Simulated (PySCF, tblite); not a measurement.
Species: C3H10O3Si2.
Atom-mapped SMILES: `[O:1]=[C:2]([OH:3])[CH2:4][O:5][SiH2:6][CH2:7][SiH3:8]` (hydrogens: H9 on O3; H10, H11 on C4; H12, H13 on Si6; H14, H15 on C7; H16, H17, H18 on Si8)

Cartesian coordinates in Å at the GFN2-xTB level; atoms count from 1:
```
atom  x, y, z in Å
O1    -2.031    0.586   -1.308
C2    -2.714    0.420   -0.336
O3    -4.040    0.547   -0.344
C4    -2.185    0.048    1.026
O5    -0.819   -0.094    1.062
Si6    0.296    0.056   -0.128
C7     1.859   -0.329    0.869
Si8    3.409   -0.378   -0.206
H9    -4.354    0.788   -1.232
H10   -2.500    0.828    1.734
H11   -2.669   -0.891    1.329
H12    0.385    1.416   -0.656
H13    0.125   -0.942   -1.182
H14    1.745   -1.284    1.380
H15    1.988    0.416    1.652
H16    4.577   -0.713    0.620
H17    3.277   -1.392   -1.252
H18    3.641    0.924   -0.833
```

The calculation used PBE0/pcSseg-1 in PySCF (dipole) on a GFN2-xTB geometry, gas phase.

Masses are those of the commonest isotopes; rigid-rotor values at the optimised geometry. The values belong to one conformer with, in the numbering `[O:1]=[C:2]([OH:3])[CH2:4][O:5][SiH2:6][CH2:7][SiH3:8]`, O1–C2–O3–H 0°, O1–C2–C4–O5 0°, C2–C4–O5–Si6 -1°, C4–O5–Si6–C7 180°, O5–Si6–C7–Si8 176°.

Task: What are A, B and C (MHz)?

Result: Ia = 98.66, Ib = 954.19, Ic = 1034.61 u·Å²; 505379 MHz·u·Å²/I gives A = 5122, B = 529.6, C = 488.5 MHz.

Task: Classify the top.

Result: A near-prolate asymmetric top. Ray's parameter κ = (2B − A − C)/(A − C) = -0.982; −1 is the prolate and +1 the oblate limit.

Task: Is it planar, by Δ = Ic − Ia − Ib?

Result: Not planar: Δ = Ic − Ia − Ib = -18.24 u·Å². For a rigid frame Δ = −2 Σ m c², so Σ m c² = 9.12 u·Å² lies off the ab plane: 8.96 from hydrogen and 0.16 from heavier atoms. The atom farthest from that plane is 1.26 Å away.

Task: Give the other two planar moments, Paa and Pbb, and the rms extents of the mass along the axes.

Result: Paa = Σ m a² = (Ib + Ic − Ia)/2 = 945.07 and Pbb = Σ m b² = (Ia + Ic − Ib)/2 = 89.54 u·Å². With the mass M = 150.02 u, the rms extents √(P/M) along a, b and c are 2.51, 0.77, 0.25 Å.

Task: Which lines would a microwave search look for?

Result: The dipole components are |μa| = 3.35 D, |μb| = 0.76 D, |μc| = 0.03 D. Intensities carry the squares of the components, which stand as 1.00 : 0.05 : 0.00 (a : b : c). Some lines, for components of 0.1 D or more:

```csv
type,branch,"J(Ka,Kc)",MHz,lower level (cm⁻¹)
a,Q,"5(1,4) ← 5(1,5)",617,0.653
b,R,"5(0,5) ← 4(1,4)",674,0.487
a,R,"3(0,3) ← 2(0,2)",3053,0.102
a,R,"4(2,3) ← 3(2,2)",4072,0.819
a,R,"5(2,3) ← 4(2,2)",5095,0.955
b,R,"1(1,1) ← 0(0,0)",5611,0.000
b,R,"4(1,4) ← 3(0,3)",8481,0.204
b,R,"5(1,5) ← 4(0,4)",9397,0.339
b,Q,"5(2,3) ← 5(1,4)",13542,0.674
b,R,"3(2,1) ← 2(1,2)",16958,0.254
b,R,"4(2,2) ← 3(1,3)",18040,0.354
b,R,"5(2,4) ← 4(1,3)",18725,0.500
b,Q,"3(3,1) ← 3(2,2)",23067,0.819
b,R,"3(3,0) ← 2(2,1)",26122,0.717
b,R,"4(3,2) ← 3(2,1)",27139,0.819
b,R,"5(4,1) ← 4(3,2)",37385,1.725
b,Q,"5(5,0) ← 5(4,1)",41520,2.972
```

Its GFN2-xTB frequencies are all real (lowest 36 cm⁻¹). These are rigid-rotor constants of the computed structure; measured ground-state constants (B0) also hold zero-point vibration. A rigid rotor knows nothing of internal rotation, which can split or shift real lines.
